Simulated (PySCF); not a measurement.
**Spin–spin coupling constants**

Molfile (atoms numbered from 1):
```
C5H3F3O2
     RDKit          3D

 13 12  0  0  0  0  0  0  0  0999 V2000
    2.4885   -1.9490   -1.2396 C   0  0  0  0  0  0  0  0  0  0  0  0
    1.4732   -1.6351   -0.6921 C   0  0  0  0  0  0  0  0  0  0  0  0
    0.2440   -1.2507   -0.0292 C   0  0  0  0  0  0  0  0  0  0  0  0
    0.0379    0.2339   -0.0565 C   0  0  0  0  0  0  0  0  0  0  0  0
    0.7123    1.0852   -0.5228 O   0  0  0  0  0  0  0  0  0  0  0  0
   -1.1748    0.5146    0.6051 O   0  0  0  0  0  0  0  0  0  0  0  0
   -1.5737    1.7901    0.7071 C   0  0  0  0  0  0  0  0  0  0  0  0
   -1.7749    2.3747   -0.4722 F   0  0  0  0  0  0  0  0  0  0  0  0
   -0.7226    2.5552    1.3879 F   0  0  0  0  0  0  0  0  0  0  0  0
   -2.7314    1.8133    1.3604 F   0  0  0  0  0  0  0  0  0  0  0  0
    3.3781   -2.2302   -1.7186 H   0  0  0  0  0  0  0  0  0  0  0  0
   -0.6154   -1.7250   -0.5127 H   0  0  0  0  0  0  0  0  0  0  0  0
    0.2544   -1.5765    1.0154 H   0  0  0  0  0  0  0  0  0  0  0  0
  1  2  3  0
  2  3  1  0
  3  4  1  0
  4  5  2  0
  4  6  1  0
  6  7  1  0
  7  8  1  0
  7  9  1  0
  7 10  1  0
  1 11  1  0
  3 12  1  0
  3 13  1  0
M  END
```

Couplings: B3LYP/pcJ-1 (spin–dipole term only in couplings to heteroatoms) in PySCF 2.14, geometry GFN2-xTB; gas phase, one conformer, non-relativistic. Couplings are averaged over pairs made equivalent by symmetry, fast rotation or ring inversion, so a value needn't be that of the named pair in this geometry, while other rotamers aren't included; one pair stands for each set, and the list holds those of at least 1.5 Hz over up to four bonds, among pairs with at least one F or H atom (others weren't computed). One-bond C–F couplings come out tens of Hz too large with common functionals.

Isotopes: $^{13}$C, $^{19}$F, $^{1}$H, $^{17}$O. Couplings to quadrupolar nuclei such as 17O and 33S are rarely resolved in practice.

```json
{"pair": "C1, H11", "bonds": "1", "J (Hz)": "267.6"}
{"pair": "C3, H12", "bonds": "1", "J (Hz)": "140.6"}
{"pair": "C7, F8", "bonds": "1", "J (Hz)": "-339.2"}
{"pair": "C2, H11", "bonds": "2", "J (Hz)": "?"}
{"pair": "C2, H12", "bonds": "2", "J (Hz)": "-11.1"}
{"pair": "C4, H12", "bonds": "2", "J (Hz)": "-10.4"}
{"pair": "O6, F8", "bonds": "2", "J (Hz)": "-9.6"}
{"pair": "F8, F9", "bonds": "2", "J (Hz)": "12.2"}
{"pair": "H12, H13", "bonds": "2", "J (Hz)": "-23.8"}
{"pair": "C1, H12", "bonds": "3", "J (Hz)": "?"}
{"pair": "C3, H11", "bonds": "3", "J (Hz)": "3.8"}
{"pair": "O5, H12", "bonds": "3", "J (Hz)": "?"}
{"pair": "C3, F8", "bonds": "4", "J (Hz)": "?"}
{"pair": "C4, H11", "bonds": "4", "J (Hz)": "?"}
{"pair": "O5, F8", "bonds": "4", "J (Hz)": "-2.5"}
{"pair": "H11, H12", "bonds": "4", "J (Hz)": "-3.7"}
```

Problem. Estimate the withheld couplings, with signs.

Solution. 
- $^{2}J$(C2,H11) = 53.5 Hz (angle at C1 180°)
- $^{3}J$(C1,H12) = 4.4 Hz
- $^{3}J$(O5,H12) = -1.6 Hz (dihedral angle 122°)
- $^{4}J$(C3,F8) = 1.8 Hz (mean over equivalent pairs that range from 1.1 to 3.2 Hz in this conformer)
- $^{4}J$(C4,H11) = -3.0 Hz
